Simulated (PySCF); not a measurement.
Compound: fluorochlorobromomethane, CHBrClF.
Numbering: `[F:1][C@@H:2]([Cl:3])[Br:4]` (hydrogens: H5 on C2)

Structure used (PBE0-D3(BJ)/def2-SVP), in Å, numbered top down from 1:
```xyz
5
CHBrClF angstrom
F      0.4186   -1.1048    0.7452
C     -0.0977   -0.0901    0.0554
Cl    -0.0411    1.3847    1.0156
Br     0.8645    0.1077   -1.6150
H     -1.1443   -0.2975   -0.2012
```

Computed with PySCF at CAM-B3LYP/def2-SVPD, non-relativistic, on one gas-phase PBE0-D3(BJ)/def2-SVP geometry that isn't relaxed in the solvent. The solvent is an IEF-PCM continuum (Bondi radii, 1.10 Å for H, scaled by 1.2). Only the electrostatic response of the medium enters. Spin–orbit coupling is left out although an atom past zinc is present.

Gas phase at CAM-B3LYP/def2-SVPD: HOMO -10.05 eV, LUMO -0.14 eV, dipole 1.23 D.

Q: What does the continuum do to the energy, the frontier levels and the dipole at CAM-B3LYP/def2-SVPD in benzene and chloroform?

A: 
```json
{"solvent": "benzene", "ε": "2.271", "E(solvent) − E(gas) (kcal/mol)": "-1.25", "polarisation term (kcal/mol)": "-1.33", "distortion of the solute (kcal/mol)": "0.08", "HOMO (eV)": "-10.00", "LUMO (eV)": "-0.04", "dipole (D)": "1.41"}
{"solvent": "chloroform", "ε": "4.711", "E(solvent) − E(gas) (kcal/mol)": "-2.03", "polarisation term (kcal/mol)": "-2.24", "distortion of the solute (kcal/mol)": "0.21", "HOMO (eV)": "-9.99", "LUMO (eV)": "0.01", "dipole (D)": "1.54"}
```

The polarisation term is half the interaction of the solute with the surface charges that it induces; the rest is the cost of distorting the solute's density. The sum is the electrostatic part of solvation alone. From benzene to chloroform the lowering changes by a factor 1.62, Onsager's factor (ε − 1)/(2ε + 1) by 1.55 and ε itself by 2.1.

Q: Which radius a makes the point-dipole formula ΔE = −[(ε − 1)/(2ε + 1)]·μ²/a³ give the value in chloroform, with the gas-phase dipole?

A: μ = 0.482 au and |ΔE| = 0.00324 Eh give a = 1.56 Å; the farthest nucleus lies 1.83 Å from the centroid of the nuclei, so such a sphere wouldn't even hold the nuclei. The formula assumes a rigid point dipole at the centre of a sphere.

Q: How does the static polarisability (CAM-B3LYP/def2-SVPD, frozen core, with the continuum's full static response) change?

A: 
```
    medium  isotropic (au)  principal values (au)  ⟨r²⟩ of the electrons (bohr²)
       gas            50.6       41.5, 46.6, 63.6                          640.4
   benzene            57.4       47.1, 52.9, 72.3                          640.6
chloroform            62.1       51.3, 57.3, 77.6                          640.6
```

The isotropic value in chloroform is 1.23 times the gas-phase one; no cavity-field correction is applied. ⟨r²⟩ is taken about the centre of nuclear charge.
